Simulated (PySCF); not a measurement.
1,2-dichlorocyclobutene (C4H4Cl2), SMILES ClC1=C(Cl)CC1. The structure is a stationary point at B3LYP-D3(BJ)/def2-SVP.

Computed equilibrium geometry at B3LYP-D3(BJ)/def2-SVP (PySCF confirms it by a frequency run) as bond lengths and angles, and its point group:
point group C2v.
Atoms: Cl1 C2 C3 Cl4 C5 C6 H7 H8 H9 H10. Bonds (Å): Cl1–C2 1.714, C2–C3 1.344, C2–C6 1.513, C3–Cl4 1.714, C3–C5 1.513, C5–C6 1.572, C5–H7 1.101, C5–H8 1.101, C6–H9 1.101, C6–H10 1.101. Angles (°): Cl1–C2–C3 134.2, Cl1–C2–C6 131.5, C3–C2–C6 94.3, C2–C3–Cl4 134.2, C2–C3–C5 94.3, Cl4–C3–C5 131.5, C3–C5–C6 85.7, C3–C5–H7 115.2, C3–C5–H8 115.2, C6–C5–H7 114.8, C6–C5–H8 114.8, H7–C5–H8 109.6, C2–C6–C5 85.7, C2–C6–H9 115.2, C2–C6–H10 115.2, C5–C6–H9 114.8, C5–C6–H10 114.8, H9–C6–H10 109.6.
Charge 0, spin multiplicity 1.
